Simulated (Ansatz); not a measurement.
Consider the cleavage of the Si–Si bond: `N[Si](F)(F)[SiH3]` + `[OH][In]([Cl])[Cl]` → `[SiH3][O][In]([Cl])[Cl]` + `N[SiH](F)F`.

Calculated with Ansatz (gas phase, PBE0-D4/def2-TZVP geometries, no zero-point term in ΔE). CCSD(T)/CBS adds triple-zeta CCSD(T) − MP2 to the extrapolated MP2 energy (def2 sets, frozen cores). This one scheme is used for every species. Functionals use def2-TZVPP. B3LYP here is the variant with VWN-RPA as its local correlation; programs differ in this. HSE06 is defined as in plane-wave codes. Elements past krypton have def2 core potentials. For In outer-core shells are correlated without core-valence functions, which leaves a few kJ/mol of doubt a bond. Each species was taken in one conformer, which may not be the lowest.

```json
{"level": "LDA (SPW92)", "ΔE (kJ/mol)": "-79.3", "difference from CCSD(T)/CBS": "32.9"}
{"level": "PBE-D4", "ΔE (kJ/mol)": "-76.1", "difference from CCSD(T)/CBS": "36.1"}
{"level": "revPBE-D4", "ΔE (kJ/mol)": "-74.8", "difference from CCSD(T)/CBS": "37.4"}
{"level": "BLYP-D4", "ΔE (kJ/mol)": "-93.3", "difference from CCSD(T)/CBS": "18.9"}
{"level": "r2SCAN-D4", "ΔE (kJ/mol)": "-99.5", "difference from CCSD(T)/CBS": "12.7"}
{"level": "B97M-V", "ΔE (kJ/mol)": "-102.4", "difference from CCSD(T)/CBS": "9.8"}
{"level": "PBE0-D4", "ΔE (kJ/mol)": "-89.3", "difference from CCSD(T)/CBS": "22.9"}
{"level": "B3LYP-D4", "ΔE (kJ/mol)": "-103.3", "difference from CCSD(T)/CBS": "8.9"}
{"level": "r2SCANh-D4", "ΔE (kJ/mol)": "-102.4", "difference from CCSD(T)/CBS": "9.8"}
{"level": "r2SCAN0-D4", "ΔE (kJ/mol)": "-106.3", "difference from CCSD(T)/CBS": "5.9"}
{"level": "HSE06-D4", "ΔE (kJ/mol)": "-89.3", "difference from CCSD(T)/CBS": "22.9"}
{"level": "BHLYP-D4", "ΔE (kJ/mol)": "-119.5", "difference from CCSD(T)/CBS": "-7.3"}
{"level": "CAM-B3LYP-D4", "ΔE (kJ/mol)": "-111.4", "difference from CCSD(T)/CBS": "0.8"}
{"level": "ωB97X-V", "ΔE (kJ/mol)": "-104.4", "difference from CCSD(T)/CBS": "7.8"}
{"level": "ωB97M-V", "ΔE (kJ/mol)": "-109.7", "difference from CCSD(T)/CBS": "2.5"}
{"level": "B2PLYP", "ΔE (kJ/mol)": "-112.8", "difference from CCSD(T)/CBS": "-0.6"}
{"level": "PBE-QIDH", "ΔE (kJ/mol)": "-108.1", "difference from CCSD(T)/CBS": "4.1"}
{"level": "PBE", "ΔE (kJ/mol)": "-77.2", "difference from CCSD(T)/CBS": "35.0"}
{"level": "BLYP", "ΔE (kJ/mol)": "-95.6", "difference from CCSD(T)/CBS": "16.6"}
{"level": "PBE0", "ΔE (kJ/mol)": "-90.2", "difference from CCSD(T)/CBS": "22.0"}
{"level": "B3LYP", "ΔE (kJ/mol)": "-105.2", "difference from CCSD(T)/CBS": "7.0"}
{"level": "r2SCAN0", "ΔE (kJ/mol)": "-106.5", "difference from CCSD(T)/CBS": "5.7"}
{"level": "HSE06", "ΔE (kJ/mol)": "-90.1", "difference from CCSD(T)/CBS": "22.1"}
{"level": "CAM-B3LYP", "ΔE (kJ/mol)": "-112.2", "difference from CCSD(T)/CBS": "0.0"}
{"level": "LC-ωPBE", "ΔE (kJ/mol)": "-98.9", "difference from CCSD(T)/CBS": "13.3"}
{"level": "HF/def2-SVP", "ΔE (kJ/mol)": "-135.5", "difference from CCSD(T)/CBS": "-23.3"}
{"level": "MP2/def2-SVP", "ΔE (kJ/mol)": "-122.2", "difference from CCSD(T)/CBS": "-10.0"}
{"level": "CCSD/def2-SVP", "ΔE (kJ/mol)": "-117.4", "difference from CCSD(T)/CBS": "-5.2"}
{"level": "CCSD(T)/def2-SVP", "ΔE (kJ/mol)": "-114.8", "difference from CCSD(T)/CBS": "-2.6"}
{"level": "HF/def2-TZVPP", "ΔE (kJ/mol)": "-140.3", "difference from CCSD(T)/CBS": "-28.1"}
{"level": "MP2/def2-TZVPP", "ΔE (kJ/mol)": "-121.1", "difference from CCSD(T)/CBS": "-8.9"}
{"level": "SCS-MP2/def2-TZVPP", "ΔE (kJ/mol)": "-125.0", "difference from CCSD(T)/CBS": "-12.8"}
{"level": "CCSD/def2-TZVPP", "ΔE (kJ/mol)": "-116.5", "difference from CCSD(T)/CBS": "-4.3"}
{"level": "CCSD(T)/def2-TZVPP", "ΔE (kJ/mol)": "-112.6", "difference from CCSD(T)/CBS": "-0.4"}
{"level": "HF/def2-QZVPP", "ΔE (kJ/mol)": "-142.9", "difference from CCSD(T)/CBS": "-30.7"}
{"level": "MP2/def2-QZVPP", "ΔE (kJ/mol)": "-121.8", "difference from CCSD(T)/CBS": "-9.6"}
{"level": "SCS-MP2/def2-QZVPP", "ΔE (kJ/mol)": "-125.5", "difference from CCSD(T)/CBS": "-13.3"}
{"level": "HF/CBS(def2)", "ΔE (kJ/mol)": "-143.3", "difference from CCSD(T)/CBS": "-31.1"}
{"level": "MP2/CBS(def2)", "ΔE (kJ/mol)": "-120.6", "difference from CCSD(T)/CBS": "-8.4"}
{"level": "CCSD/CBS(def2)", "ΔE (kJ/mol)": "-116.0", "difference from CCSD(T)/CBS": "-3.8"}
{"level": "CCSD(T)/CBS", "ΔE (kJ/mol)": "-112.2", "difference from CCSD(T)/CBS": "0"}
```

Largest T1 diagnostic among the species: 0.014.

In def2-TZVPP, CCSD(T) changes the Hartree–Fock value by +27.7 kJ/mol (the triples alone add +3.8 kJ/mol) and MP2 by +19.2 kJ/mol. Leaving LDA and LC-ωPBE aside and taking each functional with its dispersion term where it has one, the values spread over 44.7 kJ/mol, from BHLYP-D4 to revPBE-D4. From PBE to PBE0 (25 % exact exchange), in def2-TZVPP and without D4, ΔE moves by −13.0 kJ/mol.
